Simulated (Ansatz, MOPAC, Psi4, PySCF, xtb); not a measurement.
Two geometries of SMILES OC(C)COC (C4H10O2), relaxed at B3LYP-D3(BJ)/def2-SVP with one dihedral held; other torsions can differ between them too.

Structure A

```
16

C      2.5338     0.3962    -0.0243
O      1.3347    -0.2031     0.3867
C      0.2047     0.1651    -0.3742
C     -0.9900    -0.6338     0.1725
C     -1.5966     0.0403     1.4058
O     -0.5837    -1.9512     0.4748
H      2.4940     1.4997     0.0663
H      3.3391     0.0193     0.6224
H      2.7766     0.1479    -1.0769
H      0.0175     1.2552    -0.3126
H      0.3804    -0.0870    -1.4400
H     -1.7552    -0.6962    -0.6205
H     -0.8182     0.1890     2.1716
H     -2.0330     1.0223     1.1592
H     -2.3833    -0.5991     1.8323
H      0.3238    -1.8697     0.8076
```

Structure B

```
16

C      1.5453    -0.1071     1.7115
O      1.3904    -0.4424     0.3578
C      0.2324     0.0874    -0.2442
C     -1.0437    -0.7321     0.0568
C     -1.3176    -1.7899    -1.0035
O     -2.1646     0.1056     0.2931
H      0.7171    -0.4792     2.3462
H      2.4806    -0.5659     2.0637
H      1.6113     0.9904     1.8555
H      0.0481     1.1227     0.1057
H      0.4280     0.1237    -1.3295
H     -0.8712    -1.2382     1.0211
H     -1.5144    -1.3180    -1.9833
H     -0.4421    -2.4477    -1.1218
H     -2.1900    -2.4040    -0.7346
H     -2.4368     0.4868    -0.5533
```

Q: Which is lower in energy at the level Ansatz (an electronic-structure program) with CCSD(T) on RHF/cc-pVDZ, frozen core // B3LYP-D3(BJ)/def2-SVP, and by how much?

A: A is lower, by 4.61 kcal/mol (dihedral O2–C3–C4–O6: -40° in A, 140° in B).

E(B) − E(A) in kcal/mol at the other levels, on the same two geometries: B3LYP/def2-TZVP // B3LYP-D3(BJ)/def2-SVP (Psi4) 3.54; B3LYP-D3(BJ)/def2-TZVP // B3LYP-D3(BJ)/def2-SVP (Psi4) 3.45; PBE/def2-TZVP // B3LYP-D3(BJ)/def2-SVP (Psi4) 3.39; PBE-D3(BJ)/def2-TZVP // B3LYP-D3(BJ)/def2-SVP (Psi4) 3.33; M06-2X/def2-TZVP // B3LYP-D3(BJ)/def2-SVP (Psi4) 3.91; RHF/cc-pVDZ // B3LYP-D3(BJ)/def2-SVP (Ansatz) 4.75; MP2 on RHF/cc-pVDZ, frozen core // B3LYP-D3(BJ)/def2-SVP (Ansatz) 4.82; CCSD on RHF/cc-pVDZ, frozen core // B3LYP-D3(BJ)/def2-SVP (Ansatz) 4.60; AM1, restricted, heats of formation // B3LYP-D3(BJ)/def2-SVP (MOPAC) -0.57; PM7, restricted, heats of formation // B3LYP-D3(BJ)/def2-SVP (MOPAC) -1.07; GFN1-xTB // B3LYP-D3(BJ)/def2-SVP (xtb) 1.07; restricted B3LYP/6-31G*, spherical d, density fitting // B3LYP-D3(BJ)/def2-SVP (PySCF) 4.47; restricted LDA (SVWN5)/6-31G*, spherical d, density fitting // B3LYP-D3(BJ)/def2-SVP (PySCF) 5.53; restricted MP2 (frozen core)/3-21G // B3LYP-D3(BJ)/def2-SVP (PySCF) 6.35; restricted B3LYP/LANL2DZ // B3LYP-D3(BJ)/def2-SVP (PySCF) 3.87.
